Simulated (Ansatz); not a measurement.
TiOCl2 (TiCl2O), relaxed as a singlet with RKS PBE-D4/def2-SVP in Ansatz, starting from the GFN2-xTB geometry. Force threshold 0.02 eV/Å.

Start:

```xyz
4

Ti    0.535   -0.258    0.042
O    -0.284   -1.249    0.974
Cl   -0.487   -0.209   -1.845
Cl    0.236    1.716    0.829
```

(1) Estimate the energy that the relaxation releases and the steps that it takes.

(2) Does the start keep its bonding and symmetry?

(3) Predict the relaxed structure.

## Answers

(1) 23.2 kJ/mol, in 6 steps; 5 s on 4 threads of Arm Neoverse V2 on a shared host. No frequencies were taken in this run, so the end may be a saddle point.

(2) By distances, no bond broke or formed. The bond that changes most is Ti1–Cl4, from 2.15 to 2.22 Å (atoms count from 1). Point group Cs at the start, Cs at the end, both within 0.05 Å.

(3) 
```tsv
atom	x (Å)	y (Å)	z (Å)
Ti1	0.2316	-0.1212	0.0246
O2	-0.1757	-1.3189	0.9965
Cl3	-0.4505	-0.4040	-2.0727
Cl4	0.3946	1.8441	1.0516
```
Bond lengths: 2 × Cl–Ti 2.22 Å; 1 × O–Ti 1.60 Å.
